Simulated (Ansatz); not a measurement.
Computed with Ansatz on PBE0-D4/def2-TZVP structures; ΔE is electronic, products minus reactants. CBS: MP2 limit from def2 TZ/QZ plus the TZ coupled-cluster correction, frozen cores. This one scheme is used for every species. DFT in def2-TZVPP. Elements past krypton have def2 core potentials. For Sn outer-core shells are correlated without core-valence functions, which leaves a few kJ/mol of doubt a bond. Each species was taken in one conformer, which may not be the lowest.

Reaction (ligand exchange at the Sn–S bond): `C[S][SnH]([F])[Cl]` + H₂S → `[F][SnH]([SH])[Cl]` + CH₃SH

`C[S][SnH]([F])[Cl]`:

Cartesian coordinates in Å:
```
C 1.362 -0.587 0.654
S 0.449 -1.206 -0.795
Sn -1.293 0.381 -0.842
F -0.490 2.105 -1.067
Cl -2.226 0.567 1.270
H 2.183 -1.287 0.805
H 1.767 0.406 0.466
H 0.731 -0.580 1.541
H -2.483 0.200 -2.033
```

H₂S:

Cartesian coordinates in Å:
```
S -0.086 -0.581 -0.198
H -0.799 0.254 0.572
H 0.886 0.327 -0.374
```

`[F][SnH]([SH])[Cl]`:

Cartesian coordinates in Å:
```
F 0.559 0.001 1.945
Sn -0.260 -0.422 0.271
S -0.684 1.601 -0.881
Cl 1.387 -1.613 -0.821
H -1.627 -1.366 0.597
H 0.626 1.799 -1.111
```

CH₃SH:

Z-matrix (Å, degrees):
```
C
S 1 1.806
H 1 1.089 2 111.5
H 1 1.089 2 111.5 3 -123.8
H 1 1.090 2 106.2 3 118.1
H 2 1.342 1 97.1 3 61.9
```

```json
{"species": "`C[S][SnH]([F])[Cl]`", "CAM-B3LYP-D4 energy (Eh)": "-1213.20660"}
{"species": "H₂S", "CAM-B3LYP-D4 energy (Eh)": "-399.41479"}
{"species": "`[F][SnH]([SH])[Cl]`", "CAM-B3LYP-D4 energy (Eh)": "-1173.90440"}
{"species": "CH₃SH", "CAM-B3LYP-D4 energy (Eh)": "-438.71579"}
```

Q: Work out ΔE.

A: ΔE = (-1173.90440) + (-438.71579) − (-1213.20660) − (-399.41479) = 0.00120 Eh = +0.8 kcal/mol. CCSD(T)/CBS gives +1.3 kcal/mol.

Q: What do rigid-rotor, harmonic-oscillator terms from PBE0-D4/def2-TZVP frequencies (298.15 K, 1 bar) make of the CCSD(T)/CBS value? (An estimate is asked.)

A: The calculation gave: ΔZPE = +0.6 kcal/mol, ΔH = +1.4 kcal/mol, ΔS = 12 J/(mol·K), ΔG = +0.5 kcal/mol. Modes under 50 cm⁻¹ make the entropy rough.

Largest T1 diagnostic among the species: 0.013.

In def2-TZVPP, CCSD(T) changes the Hartree–Fock value by +1.8 kcal/mol (the triples alone add +0.3 kcal/mol) and MP2 by +2.1 kcal/mol. The D4 term adds +1.4 kcal/mol with B3LYP and +0.8 kcal/mol with PBE0; it sums over pairs of atoms, weighted by their polarisabilities, and B3LYP, whose exchange is more repulsive, gets the larger term.

B3LYP here is the variant with VWN-RPA as its local correlation; programs differ in this.
